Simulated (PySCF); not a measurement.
**Broadened absorption spectrum of CH8N2Si**

Compound: CH8N2Si.
InChI=1S/CH8N2Si/c1-3-4-2/h3H,2,4H2,1H3

Computed, not measured: TDDFT CAM-B3LYP/def2-SVPD, vertical, gas phase, core orbitals frozen in the response in PySCF. Geometry: GFN2-xTB, one conformer, isolated molecule. Torsions of this conformer, `[CH3:1][NH:2][SiH2:3][NH2:4]`: C1–N2–Si3–N4 -179°, H–N4–Si3–N2 -179°, H–N4–Si3–N2 48°.

Broadening: Gaussians 0.3 eV wide at half height, area fixed by f = 4.319×10⁻⁹ ∫ε dν̃. The width is an assumption, not a result. The curve ends short of the highest state used, and states not computed would add to its high-energy end.

E (eV), ε (L mol⁻¹ cm⁻¹) and a bar:
```
     5.65          1 
     5.69          2 
     5.72          4 
     5.76         10 
     5.79         19 
     5.82         32 
     5.86         62 
     5.89         94 
     5.92        136 #
     5.96        204 #
     5.99        259 #
     6.03        326 ##
     6.06        364 ##
     6.09        385 ##
     6.13        383 ##
     6.16        361 ##
     6.19        331 ##
     6.23        296 ##
     6.26        293 #
     6.30        353 ##
     6.33        466 ##
     6.36        652 ###
     6.40       1024 #####
     6.43       1385 #######
     6.46       1792 #########
     6.50       2334 ############
     6.53       2677 ##############
     6.57       2956 ###############
     6.60       2992 ###############
     6.63       2868 ###############
     6.67       2493 #############
     6.70       2107 ###########
     6.73       1686 #########
     6.77       1152 ######
     6.80        812 ####
     6.84        469 ##
     6.87        292 #
     6.90        175 #
     6.94         89 
     6.97         64 
     7.00         70 
     7.04        131 #
     7.07        230 #
     7.11        469 ##
     7.14        759 ####
     7.17       1164 ######
     7.21       1900 ##########
     7.24       2585 #############
     7.27       3342 #################
     7.31       4359 ######################
     7.34       5031 ##########################
     7.38       5666 #############################
     7.41       5880 ##############################
     7.44       5845 ##############################
     7.48       5439 ############################
     7.51       4919 #########################
```

(1) Locate the maxima and give the states behind the curve.

(2) Coming from long wavelengths, where does ε first pass 100 L mol⁻¹ cm⁻¹?

(3) On this curve, what absorbance would a 10⁻³ mol/L sample give at 193 nm over a 1 cm path?

Answers

(1) 203 nm (6.11 eV), ε about 390, made up of S1 (99%); 188 nm (6.59 eV), ε about 3000, made up of S2 (29%) and S3 (71%); 167 nm (7.42 eV), ε about 5900, made up of S4 (23%), S5 (51%) and S6 (27%) (ε in L mol⁻¹ cm⁻¹; maxima over ε = 5, shares over 10%). The states used: S1 6.10 eV (f 0.0043); S2 6.56 eV (f 0.010); S3 6.60 eV (f 0.024); S4 7.37 eV (f 0.016); S5 7.39 eV (f 0.034); S6 7.52 eV (f 0.024); S7 7.86 eV (f 0.0036); S8 8.11 eV (f 0.014).

(2) At about 210 nm (5.90 eV), 0.21 eV below S1.

(3) 193 nm is 6.424 eV, where ε is about 1300 L mol⁻¹ cm⁻¹, so A = ε c l ≈ 1.3 (Beer–Lambert, with the gas-phase spectrum and the assumed width).

Without π bonds the low states are Rydberg-like; a valence basis with one diffuse set may place them up to an eV too high.
